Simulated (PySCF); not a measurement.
How well do the runs reproduce experiment for BF3H3P?

**Experimental background.**

From Beach, A photoelectron spectroscopic study of bonding in inorganic and organometallic compounds, PhD thesis, LBL 1985, for the gas: B 1s binding energy of B1 194.69 eV; F 1s binding energy of F3/F4/F5 694.3 eV.

The results are set against them at the end.

BF₃H₃P.
Numbering: `[BH3-:1][P+:2]([F:3])([F:4])[F:5]` (hydrogens: H6, H7, H8 on B1)

Geometry (PBE0-D3(BJ)/def2-SVP, Å), atoms numbered from 1 in this order:
```xyz
8
BF3H3P angstrom
B      1.097   -0.033    0.072
P     -0.732    0.015   -0.060
F     -1.420   -0.867   -1.163
F     -1.407    1.399   -0.367
F     -1.573   -0.424    1.191
H      1.322   -1.204    0.312
H      1.313    0.737    0.989
H      1.452    0.357   -1.025
```

The PySCF runs (gas phase, on this PBE0-D3(BJ)/def2-SVP geometry; non-relativistic but for the core-level run):

| level | job | basis functions | wall time |
| --- | --- | --- | --- |
| delta-SCF UKS SCAN, pcX-2 on the ionised atom, pcseg-1 elsewhere, spin-free X2C | ΔSCF core ionisation, 4 holes | 131 | 12 s |

Hardware: one thread of an Arm Neoverse V1, shared host.

**Comparison with experiment**

**Core binding energies.** Delta-SCF UKS SCAN, pcX-2 on the ionised atom, pcseg-1 elsewhere, spin-free X2C in PySCF.

| level and atom | computed (eV) | measured (eV) | computed − measured (eV) |
| --- | --- | --- | --- |
| B 1s, B1 | 194.95 | 194.69 | +0.26 |
| F 1s, F3/F4/F5 | 694.75 | 694.3 | +0.45 |

Sources, in the order of the opening: Beach, A photoelectron spectroscopic study of bonding in inorganic and organometallic compounds, PhD thesis, LBL 1985. Against the first value of each row the mean signed difference is +0.36 eV and the largest in size +0.45 eV. The computed values are vertical, without vibrational structure; measured positions hang on the energy calibration. The first atom of each set that the bonding makes equivalent was ionised and stands for the set.

No measured geometry was used, and the causes of the misses weren't examined.
